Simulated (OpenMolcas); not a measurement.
## Ru III: from RASSCF to RASPT2

| Quantity | Value |
| --- | --- |
| Program | OpenMolcas |
| Basis | ANO-RCC-VQZP [8s7p5d3f2g1h] |
| Scalar Hamiltonian | DKH2, point nucleus |
| Active space | 12 electrons in 8 orbitals (RAS1 4p, at most 2 holes; RAS2 4d) |
| State averaging | 2S+1 = 5 even, 5 roots; 2S+1 = 3 even, 45 roots; 2S+1 = 1 even, 49 roots |
| Spin-orbit coupling | state interaction with AMFI integrals over the reference wave functions, term energies averaged over their components |

Methods on the same reference wave functions:
A. RASSCF
B. SS-RASPT2, IPEA 0.25 Eh, imaginary shift 0.1 Eh (closed shells correlated: 4s)
C. MS-RASPT2, IPEA 0.25 Eh, imaginary shift 0.1 Eh (closed shells correlated: 4s)

Energies in cm⁻¹ above 4d⁶ ⁵D₄, the measured ground level; measured values from Moore, Atomic Energy Levels, vol. III, NSRDS-NBS 35 (1971 reprint of NBS Circular 467, 1958).

| Level | A | B | C | Measured |
| --- | --- | --- | --- | --- |
| 4d⁶ ⁵D₄ | 0.0 | 0.0 | 0.0 | 0.0 |
| 4d⁶ ⁵D₃ | 1173 | 1184 | 1181 | 1159 |
| 4d⁶ ⁵D₂ | 1872 | 1876 | 1877 | 1826 |
| 4d⁶ ⁵D₁ | 2321 | 2330 | 2330 | 2266 |
| 4d⁶ ⁵D₀ | 2536 | 2540 | 2550 | 2476 |
| 4d⁶ ³P₂(1) | 16791 | 15840 | 15790 |  |
| 4d⁶ ³H₆ | 18890 | 15390 | 15390 |  |
| 4d⁶ ³H₅ | 19182 | 15690 | 15690 |  |
| 4d⁶ ³F₃(1) | 19856 | 17570 | 17560 |  |
| 4d⁶ ³P₁(1) | 20217 | 19270 | 19160 |  |
| 4d⁶ ³F₂(1) | 20316 | 18230 | 18130 |  |
| 4d⁶ ³P₀(1) | 20889 | 19910 | 19850 |  |
| 4d⁶ ³G₅ | 22826 | 19210 | 19200 |  |
| 4d⁶ ³G₄ | 23748 | 20280 | 20270 |  |
| 4d⁶ ³G₃ | 24025 | 20600 | 20560 |  |
| 4d⁶ ³D₂ | 27196 | 23380 | 23410 |  |
| 4d⁶ ³D₁ | 27377 | 23560 | 23570 |  |
| 4d⁶ ³D₃ | 27652 | 23760 | 23750 |  |
| 4d⁶ ¹G₄(1) | 28357 | 25390 | 25310 |  |
| 4d⁶ ¹I₆ | 28851 | 23650 | 23650 |  |
| 4d⁶ ¹S₀ | 30459 | 28730 | 28580 |  |
| 4d⁶ ¹D₂(1) | 33359 | 29870 | 29820 |  |
| 4d⁶ ¹F₃ | 38389 | 32500 | 32490 |  |
| 4d⁶ ³P₀(2) | 42402 | 36830 | 37030 |  |

Deviations, from unrounded energies. A percentage is the sum of absolute deviations over the sum of measured energies, with the sign that they share, or ± where signs differ.

| Against measurement | Levels | A | B | C |
| --- | --- | --- | --- | --- |
| mean absolute deviation (cm-1) | 4 | 44 | 50 | 52 |
| fine structure of the ground term (%) | 4 | +2.3 | +2.6 | +2.7 |

A, B lie about equally close to measurement and C furthest from it. The largest miss of A in the table is 4d⁶ ⁵D₀, by +60 cm-1. The ranking rests on the paired levels alone, and a cruder setting can come out closer through cancelling errors.

Between B and C the level of the table that moves most is 4d⁶ ³P₀(2), by 200 cm-1 (lowest in B, highest in C). Moves below CASPT2's spread within the term are not significant.

The two smallest mean deviations differ by little beside CASPT2's spread within terms, so their order carries little weight.

From A to B the spin-free energies of the other terms of 4d⁶ shown, above ⁵D, scale by factors of 0.81 to 0.95, as is usual when dynamic correlation screens the repulsion within a d or f shell.

The lowest spin-free term lies below A's lowest term by 0.463 hartree in B, 0.463 hartree in C.

CASPT2 breaks the degeneracy within a term, and the mean is taken; among the terms shown or strongly mixed into the levels shown the widest spread is 1700 cm-1 (4d⁶ ¹I, C). Active for correlation alone: 4p; no level in the range computed is led by a configuration that opens it, so any true level of that kind is missing. Without dynamic correlation excited terms often stand tens of per cent too high (terms of higher spin than the ground term too low), and those without a measured partner can miss by more than the paired ones (holds for A). The CASPT2 spread within a term exceeds the gap to the next term for 4d⁶ ¹I and 4d⁶ ³D, so the order of their levels is uncertain (holds for C). Computed and measured levels are paired by configuration, term and J; levels that our copy of the source lacks, or whose pairing is in doubt (as where it misses far off the trend of its configuration), stay unpaired and out of the deviations. Levels of configurations outside the active space are missing. Levels that lie high or do not pair safely by name in every column are left out.

A number in round brackets counts repeated terms of one configuration in the order of the reference energies.
